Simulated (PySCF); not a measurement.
The vertical singlet excitations below were computed for one of the candidates. Method: PySCF 2.14.0, density-fitted response routines, TDDFT CAM-B3LYP/def2-SVPD, vertical, gas phase, core orbitals frozen in the response. Geometries: GFN2-xTB, one conformer each.

```csv
state,λ (nm),f
S1,271.3,0.0043
S2,240.4,0.155
S3,188.7,0.018
S4,188.3,0.016
S5,180.8,0.026
S6,174.4,0.0094
S7,169.9,0.0067
S8,166.8,0.011
```

Task: Which candidate is it? All have the formula C4H7NO2Si.
A. `[H]/N=C1/CO[SiH2]OC1=C`
B. `N#CC1(O[SiH2]O)CC1`
C. `[Si@@H]1(NC=O)C=CCO1`

Result: A. Its S1, at 4.57 eV, is the lowest among the candidates; the nearest of the others has S1 at 5.70 eV. S1 is HOMO-1→LUMO (87%). Löwdin shares by element: HOMO carbon 55% or more, oxygen 18% or more, nitrogen 10% (atoms not listed hold the other 17%); LUMO carbon 54% or more, nitrogen 23% (atoms not listed hold the other 22%). At the same level the other candidates give, for their lowest levels:
- `N#CC1(O[SiH2]O)CC1`: 182 nm (f 0.001); 166 nm (f 0.001); 161 nm (f 0.061); 159 nm (f 0.024); 156 nm (f 0.008); T1 6.21 eV; HOMO -9.47, LUMO 0.59 eV
- `O=CN[Si@@H]1C=CCO1`: 218 nm (f 0.001); 183 nm (f 0.026); 180 nm (f 0.260); 172 nm (f 0.051); 170 nm (f 0.013); T1 4.42 eV; HOMO -9.06, LUMO 0.70 eV
Triplets come from the Tamm–Dancoff approximation.
